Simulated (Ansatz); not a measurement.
SiS, closed-shell singlet (the spin of the measured ground state), most abundant isotopes (27.9769 and 31.9721 u). Constants from fifth-degree fits in 1/R to seven points on the lowest solution found; no spin–orbit coupling, no relativity up to Kr; ω_e x_e and α_e move by some per cent with the fit.

Frozen-core correlation. CBS(a, b) extrapolates the correlation energy as X⁻³ and adds the Hartree–Fock energy of set b.

Codes used: Ansatz (a program for electronic structure) with Gaussian orbitals. 

At CCSD(T)/CBS(aug-cc-pV(T+d)Z, aug-cc-pV(Q+d)Z): B₀ = 0.30093 cm⁻¹, fundamental 749 cm⁻¹.

Taking the state as ¹Σ, work out the ideal-gas entropy and heat capacity at 298.15 K and 1 bar (rigid rotor, harmonic oscillator at the fundamental, no nuclear spin).


Translation: S = R(1.5 ln M + 2.5 ln T − 1.1517) with M = 59.949 u gives 159.91 J/(mol K). Rotation: q = kT/(σhcB₀) = 688.6 with σ = 1 and hc/k = 1.43878 cm K, S = R(ln q + 1) = 62.65. Vibration: u = hcν/kT = 3.613, S = R(u/(eᵘ − 1) − ln(1 − e⁻ᵘ)) = 1.06. Sum S° = 223.6 J/(mol K). C_p = 7R/2 + R u² eᵘ/(eᵘ − 1)² = 32.19 J/(mol K).
